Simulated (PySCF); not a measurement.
A calculated (r2SCAN, PySCF 2.14, cc-pVDZ, the non-relativistic Hamiltonian (point nucleus)) atom or ion has these occupied shells.

| shell | electrons | orbital energy (eV) | rms radius, mean of both spins (bohr) |
| --- | --- | --- | --- |
| 1s α | 1 | -563.92 | 0.231 |
| 1s β | 1 | -561.81 | 0.231 |
| 2s α | 1 | -61.313 | 1.14 |
| 2s β | 1 | -55.757 | 1.14 |
| 2p α | 2 | -46.137 | 1.11 |

Question: Name the element and its charge.

Answer: O²⁺ (oxygen, charge +2), in [He] 2s2 2p2, high-spin 3P determinant.
